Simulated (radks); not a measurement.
Values are calculated unless marked as measured or tabulated.
Cu, configuration [Ar] 3d10 4s1 (the NIST ground configuration). Level of theory: non-relativistic Kohn-Sham, PBE, spin-polarised, spherical densities, point nucleus; open shells are filled with parallel spins first; hard spherical wall at 2 bohr (a radial shooting solver on a logarithmic mesh with Libxc functionals). Some entries of the table are withheld. Estimate them.

orbital,occ.,eigenvalue (hartree),<1/r> (bohr^-1)
1s up,1,-319.7414,28.51
1s down,1,-319.7299,28.51
2s up,1,-36.53774,6.189
2s down,1,-36.52913,6.189
2p up,3,-31.81975,6.152
2p down,3,-31.81072,6.152
3s up,1,-2.76218,1.908
3s down,1,-2.74447,1.909
3p up,3,-1.30888,1.779
3p down,3,-1.28921,1.782
3d up,5,1.18779,1.508
3d down,5,1.21296,1.515
4s up,1,2.81230,1.199
4s down,0,2.88014,1.198
4p up,0,3.50704,(1)
4p down,0,3.57315,(2)
4d up,0,(3),1.304
4d down,0,(4),1.299
5s up,0,10.29366,1.436
5s down,0,10.32503,1.436

Answer. 
(1) 4p up <1/r> (bohr^-1): 1.234
(2) 4p down <1/r> (bohr^-1): 1.232
(3) 4d up eigenvalue (hartree): 4.71434
(4) 4d down eigenvalue (hartree): 4.77332
